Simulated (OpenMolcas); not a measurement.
# Ionisation energies of chromium

```yaml
Program: OpenMolcas
Basis: ANO-R3 [7s5p5d3f1g]
Scalar_Hamiltonian: X2C, finite nucleus
Spin-orbit_coupling: RASSI with atomic mean-field integrals over the reference wave functions, term energies averaged over their components
```

Active shells in each charge state: the valence d shell, with orbitals averaged over the low states. Where CASPT2's correlated closed shells are named, they are those of the first ion.

A. CASSCF
B. SS-CASPT2, IPEA 0.25 Eh, imaginary shift 0.1 Eh (closed shells correlated: 3s 3p)
C. SS-CASPT2, IPEA 0.25 Eh, imaginary shift 0.1 Eh (closed shells correlated: none)
D. SS-CASPT2, IPEA 0.25 Eh, imaginary shift 0.1 Eh (closed shells correlated: 2s 2p 3s 3p)
E. SS-CASPT2, IPEA 0 Eh, imaginary shift 0.1 Eh (closed shells correlated: 3s 3p)

Energies in eV between the lowest computed levels, named as in B; reference values from the NIST Atomic Spectra Database with their kind.

```
           From               To       A       B       C       D       E  Spin-orbit share in B                Reference
   Cr2+ 3d4 5D0  Cr3+ 3d3 4F 3/2  29.791  31.121  30.540  31.146  31.198                 -0.024        30.959 (measured)
Cr3+ 3d3 4F 3/2     Cr4+ 3d2 3F2  48.046  49.060  48.468  49.097  49.119                 -0.010  49.160 (semi-empirical)
   Cr4+ 3d2 3F2   Cr5+ 3d 2D 3/2  68.542  69.408  68.703  69.456  69.478                 +0.013  69.460 (semi-empirical)
 Cr5+ 3d 2D 3/2     Cr6+ 3p6 1S0  89.547  90.341  89.547  90.383  90.396                 +0.067        90.635 (measured)
```

Error against the reference values, in %:

```json
{"From": "Cr2+", "Reference": "measured", "A": "-3.8", "B": "+0.5", "C": "-1.4", "D": "+0.6", "E": "+0.8"}
{"From": "Cr3+", "Reference": "semi-empirical", "A": "-2.3", "B": "-0.2", "C": "-1.4", "D": "-0.1", "E": "-0.1"}
{"From": "Cr4+", "Reference": "semi-empirical", "A": "-1.3", "B": "-0.1", "C": "-1.1", "D": "0", "E": "0"}
{"From": "Cr5+", "Reference": "measured", "A": "-1.2", "B": "-0.3", "C": "-1.2", "D": "-0.3", "E": "-0.3"}
```

Mean absolute error over the 2 measured values: A 1.13 eV, B 0.23 eV, C 0.75 eV, D 0.22 eV, E 0.24 eV.

The lowest level within the active space need not be the ion's true ground level.
